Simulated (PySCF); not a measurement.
## Dipole response of Kr⁺ (krypton, charge +1)

[Ar] 3d10 4s2 4p5, 2P determinant. Calculation: PySCF 2.14, in aug-cc-pVTZ-DK (7s6p4d2f, 59 functions); scalar relativity by spin-free X2C-1e. Coupled (time-dependent) response in atomic units; α is the mean over directions.

```
method  mean α (bohr³)         α xx, yy, zz  C₆ (like pair)  S(−4)
   UHF           10.53  10.21, 10.69, 10.69           64.13  19.72
   PBE           10.99  10.50, 11.24, 11.24           67.45  22.55
  PBE0           10.77  10.34, 10.98, 10.98           65.75  21.17
M06-2X           10.74  10.41, 10.91, 10.91           64.59  21.58
 B97-3           10.74  10.34, 10.95, 10.95           65.61  20.98
```

S(−4) is the Cauchy moment in α(ω) = α(0) + S(−4) ω² + …

Spin-orbit coupling is absent.

α(iu) at PBE:

| u (hartree) | α(iu) (bohr³) |
| --- | --- |
| 0 | 10.99 |
| 0.0500 | 10.94 |
| 0.100 | 10.77 |
| 0.200 | 10.17 |
| 0.300 | 9.322 |
| 0.500 | 7.428 |
| 0.750 | 5.407 |
| 1.00 | 3.972 |
| 1.50 | 2.316 |
| 2.00 | 1.494 |
| 3.00 | 0.7696 |
| 5.00 | 0.3216 |

A single London oscillator, α(iu) = α/(1 + u²/ω²), gives C₆ = (3/4) ω α². Matching the computed C₆ needs ω = 4 × 67.45 / (3 × 10.99²) = 0.745 hartree.

For an ion, C₆ is the dispersion term alone; charge-induced terms of lower order in 1/R come first.

The components differ because the open shell of this determinant is not spherical; for a pure term their mean is the scalar polarisability.
